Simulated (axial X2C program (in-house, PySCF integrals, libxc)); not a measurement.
Low determinants of CrI⁺ at the PBE0 level, spin-free

Computed with an axial X2C code built on PySCF integrals. Spin-free means the one-electron spin-free X2C Hamiltonian. Basis: I dyall-cv3z [11s12p8d4f1g], Cr dyall-cv3z [9s10p6d3f2g] (cores contracted in-house); Gaussian nuclei, density fitting, unrestricted open shells. Masses: I 126.904 u, Cr 51.941 u.

Search at 2.550 Å (vertical energies from the lowest determinant):

```
ΔE (eV)           state  electrons beyond evenly filled partner blocks  electrons in σ, π, δ, φ
   0.00  M_S = 2, Λ = 1                              σα, π+α, δ+α, δ-α               33 33 10 0
   0.25  M_S = 2, Λ = 0                             π+α, π-α, δ+α, δ-α               32 34 10 0
   0.91  M_S = 3, Λ = 1            σα, 2 × π+α, π+β, 2 × π-α, δ+α, δ-α               33 33 10 0
   1.10  M_S = 2, Λ = 2                              σα, π+α, π-α, δ+α                33 34 9 0
   1.75  M_S = 3, Λ = 0                     2 × σα, π+α, π-α, δ+α, δ-α               32 34 10 0
   1.81  M_S = 1, Λ = 1                              σβ, π+α, δ+α, δ-α               33 33 10 0
   2.73  M_S = 2, Λ = 1            σβ, 2 × π+α, π+β, 2 × π-α, δ+α, δ-α               33 33 10 0
```

Lowest determinant, M_S = 2, Λ = 1 (beyond evenly filled blocks: σα, π+α, δ+α, δ-α): Re = 2.481 Å, ωe = 262.7 cm⁻¹.

The determinant in row 2 of the search, M_S = 2, Λ = 0 (beyond evenly filled blocks: π+α, π-α, δ+α, δ-α), was followed along the bond at PBE0; measured from the minimum of the lowest determinant it gives:

Te = 0.234 eV (1887 cm⁻¹), Re = 2.470 Å, ωe = 294.4 cm⁻¹.

(1) Compare the bond of the determinant in row 2 with that of the lowest one.

The search compares states at one distance, so a state with another bond length can lie lower; it is not exhaustive and yields mostly the lowest determinant of each block pattern, so other components and higher states of one pattern are missing. These are energies of single determinants, not of spin-adapted states; PBE0 term energies can be off by some tenths of an eV, and the functional has no current term. The lowest determinant need not be the ground state where others lie within half an eV. Row 1 is spin-contaminated (⟨S²⟩ = 6.39 against 6.00), so its values are not those of a pure state. Row 2 is spin-contaminated (⟨S²⟩ = 6.10 against 6.00), so its values are not those of a pure state.

Results:

(1) At PBE0 its Re is 0.011 Å shorter and its force constant, which goes as ωe², is 1.26 times that of the lowest determinant. This determinant mixes spin states, so it has no term energy of its own.
